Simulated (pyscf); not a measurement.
•H₂C–CH₂–Cl → •H₂C–CH₂–Cl (group migration; doublet surface; C–Cl broken, C–Cl formed). Optimised with ωB97X-D3(BJ)/def2-SVP in PySCF. MP2 and CC: frozen core, UHF for open shells. ΔMP2 is the change of the MP2 total energy from the triple- to the quadruple-zeta basis. Energies in kcal/mol from the reactant's lowest minimum found.

| level | barrier | reaction energy |
|---|---|---|
| ωB97X-D3(BJ)/def2-TZVP | 11.4 | 0.0 |
| r²SCAN/def2-TZVP | ___ | 0.0 |
| B3LYP-D3(BJ)/def2-TZVP | 6.0 | 0.0 |
| PBE0-D3(BJ)/def2-TZVP | 12.0 | 0.0 |
| ωB97M-D3(BJ)/def2-TZVP | 9.8 | 0.0 |
| CCSD/def2-TZVPP | 12.2 | 0.0 |
| CCSD(T)/def2-TZVPP + ΔMP2(QZVPP) | ___ | 0.0 |

### Question
Fill in the missing entries.

### Answer

- r²SCAN/def2-TZVP, barrier: 11.1
- CCSD(T)/def2-TZVPP + ΔMP2(QZVPP), barrier: 11.2

This is the saddle that the search found; another between the same sides may lie lower. The CCSD(T) − MP2 part came from Ansatz, without density fitting, on the same reference.
